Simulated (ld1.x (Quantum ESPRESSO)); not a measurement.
## Be (Z = 4): excitation energies, all-electron against ultrasoft

```
Element                 : Be
Generator               : ld1.x (Quantum ESPRESSO) 7.5
Type                    : ultrasoft
Functional              : PBE
Relativity              : scalar-relativistic
Frozen core             : none
Valence charge          : 4
Reference configuration : 1s2 2s2 2p0
Partial waves           : 1s (bound): rcut 0.65, rcutus 0.70 bohr; 2s (bound): rcut 0.65, rcutus 0.70 bohr; 2p (bound, empty): rcut 2.70, rcutus 3.55 bohr; 2p channel at 4.1 Ry: rcut 2.70, rcutus 3.55 bohr; 3d channel at -0.15 Ry: rcut 2.80, rcutus 3.70 bohr; 3d channel at 1.9 Ry: rcut 2.80, rcutus 3.70 bohr
Local potential         : all-electron potential smoothed inside 1.65 bohr (lloc = -1)
Core correction         : none
Augmentation charge     : PSQ, inside the norm-conserving radii
```

Energies are relative to the spin-unpolarised reference configuration 1s2 2s2 2p0; without spin polarisation the order of configurations can differ from experiment.

```
valence configuration  charge  ΔE all-electron (eV)  error AE − PS (meV)
          1s2 2s1 2p0      +1                 9.551                 +0.4
          1s2 2s0 2p0      +2                27.499                 +3.2
          1s2 2s1 2p1       0                 3.612                  -12
          1s1 2s2 2p0      +1               128.282                 +687
          1s2 2s0 2p1      +1                13.460                 -127
          1s2 2s0 2p2       0                 7.251                  -53
```

What are ΔE and the potential's error for 1s2 2s1.5 2p0?

ΔE = 3.761 eV all-electron; the error (AE − PS) is +0.1 meV.
